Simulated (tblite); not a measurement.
Species: C8H9O (doublet state).
Structure used (GFN2-xTB), in Å, numbered top down from 1:
```xyz
18
C8H9O angstrom
C      2.963   -0.036    0.652
C      1.497    0.067    0.361
C      0.724    1.048    0.996
C     -0.600    1.120    0.699
C     -1.258    0.311   -0.186
C     -2.733    0.439   -0.484
O     -3.341   -0.772   -0.867
C     -0.482   -0.661   -0.821
C      0.868   -0.775   -0.544
H      3.166    0.174    1.700
H      3.335   -1.030    0.413
H      3.515    0.687    0.050
H      1.188    1.718    1.705
H     -2.875    1.115   -1.334
H     -3.243    0.875    0.387
H     -3.216   -1.415   -0.160
H     -0.962   -1.320   -1.531
H      1.445   -1.539   -1.047
```

The geometry is computed with GFN2-xTB (gas phase). This method treats the open shell by occupation alone, without spin polarisation.

Take the most abundant isotopes and a rigid rotor. The values belong to one conformer with, in the numbering `[CH3:1][c:2]1[cH:3][c:4][c:5]([CH2:6][OH:7])[cH:8][cH:9]1`, C4–C5–C6–O7 -151°, C5–C6–O7–H 58°.

Question: What are A, B and C (GHz)?

Answer: Ia = 101.59, Ib = 531.43, Ic = 617.74 u·Å²; 505379 MHz·u·Å²/I gives 4974, 951.0 and 818.1 MHz, that is A = 4.9745, B = 0.9510, C = 0.8181 GHz.

Question: Classify the top.

Answer: A near-prolate asymmetric top: κ = (2 × 951.0 − 4974 − 818.1)/(4974 − 818.1) = -0.94.

Question: Is it planar, by Δ = Ic − Ia − Ib?

Answer: Not planar: Δ = Ic − Ia − Ib = -15.29 u·Å². For a rigid frame Δ = −2 Σ m c², so Σ m c² = 7.64 u·Å² lies off the ab plane: 4.90 from hydrogen and 2.74 from heavier atoms. The atom farthest from that plane is 1.27 Å away.

Question: Give the other two planar moments, Paa and Pbb, and the rms extents of the mass along the axes.

Answer: Paa = Σ m a² = (Ib + Ic − Ia)/2 = 523.79 and Pbb = Σ m b² = (Ia + Ic − Ib)/2 = 93.95 u·Å². With the mass M = 121.07 u, the rms extents √(P/M) along a, b and c are 2.08, 0.88, 0.25 Å.

Question: List the rotational levels J(Ka,Kc) to J = 3 (MHz).

Answer: Above 0(0,0):
J = 1: 1(0,1) 1769, 1(1,1) 5793, 1(1,0) 5925
J = 2: 2(0,2) 5304, 2(1,2) 9198, 2(1,1) 9596, 2(2,1) 21667, 2(2,0) 21670
J = 3: 3(0,3) 10598, 3(1,3) 14304, 3(1,2) 15101, 3(2,2) 26974, 3(2,1) 26990, 3(3,1) 47426, 3(3,0) 47426
Those of J = 1 are B + C, A + C and A + B.

Question: Estimate the classical rotational partition function at 100 K, 200 K and 298.15 K.

Answer: Point group C1, symmetry number σ = 1; q = (√π/σ)·√((kT/h)³/(ABC)), k/h = 20836.6 MHz/K: 85700 at 100 K, 242000 at 200 K, 441000 at 298.15 K.

For this open shell read J as N, the rotation without spin; fine and hyperfine splittings come on top. Its lowest GFN2-xTB frequency is 10i cm⁻¹, too small to tell a flat minimum from a shallow saddle. These are rigid-rotor constants of the computed structure; measured ground-state constants (B0) also hold zero-point vibration.

On one thread of an Arm Neoverse V2, on a shared host, this took 0.54 s wall. That covers the optimisation of the geometry.
